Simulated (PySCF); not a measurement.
Polarisability and C₆ of Ne (neon, neutral)

[Ne], closed-shell 1S. All numbers are calculated (PySCF 2.14, scalar relativity by spin-free X2C-1e, in aug-cc-pVQZ-DK). Coupled (time-dependent) response in atomic units; α is the mean over directions.

```tsv
method	mean α (bohr³)	C₆ (like pair)	S(−4)
UHF	2.332	5.478	1.877
PBE	2.885	7.112	3.513
PBE0	2.690	6.529	2.848
wB97M-V	2.772	6.752	3.157
r2SCANh	2.680	6.622	2.708
```

S(−4) is the Cauchy moment in α(ω) = α(0) + S(−4) ω² + …

Reference α: 2.661 bohr³ (recommended; Schwerdtfeger and Nagle, table of static dipole polarizabilities (2023 update)). Published C₆: 6.200 (Chu and Dalgarno (2004); Tang, Norbeck and Certain (1976)).

α(iu) at UHF:

| u (hartree) | α(iu) (bohr³) |
| --- | --- |
| 0 | 2.332 |
| 0.0500 | 2.327 |
| 0.100 | 2.313 |
| 0.200 | 2.260 |
| 0.300 | 2.180 |
| 0.500 | 1.973 |
| 0.750 | 1.691 |
| 1.00 | 1.435 |
| 1.50 | 1.038 |
| 2.00 | 0.7737 |
| 3.00 | 0.4709 |
| 5.00 | 0.2243 |

A single London oscillator, α(iu) = α/(1 + u²/ω²), gives C₆ = (3/4) ω α². Matching the computed C₆ needs ω = 4 × 5.478 / (3 × 2.332²) = 1.34 hartree.
